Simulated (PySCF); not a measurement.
Zr(Cl)(OH)(Me)2 (C2H7ClOZr), SMILES [CH3][Zr]([CH3])([OH])[Cl], multiplicity 1.

Geometry: B3LYP-D3(BJ)/def2-SVP. The multiplicity is an assumed one; other spin states were not compared. The def2 effective core potentials stand for the cores of Zr; spin–orbit coupling is left out. The values are those of a single conformer.

The numbers are results of PySCF with ωB97X/def2-TZVP, not measurements.

Symmetry labels are those of the subgroup Cs that the program uses (full group Cs).

List the valence orbital energies around the gap with their symmetry. (The exact figures need the calculation; the answer reports its results.)


```
orbital  symmetry  energy (eV)
-------  --------  -----------
HOMO−7         A"       -13.40
HOMO−6         A'       -12.83
HOMO−5         A"       -12.56
HOMO−4         A'       -12.31
HOMO−3         A"       -11.63
HOMO−2         A'       -11.56
HOMO−1         A'       -10.28
HOMO           A"       -10.15
LUMO           A'         0.87
LUMO+1         A"         1.09
LUMO+2         A'         1.43
LUMO+3         A'         1.75
```
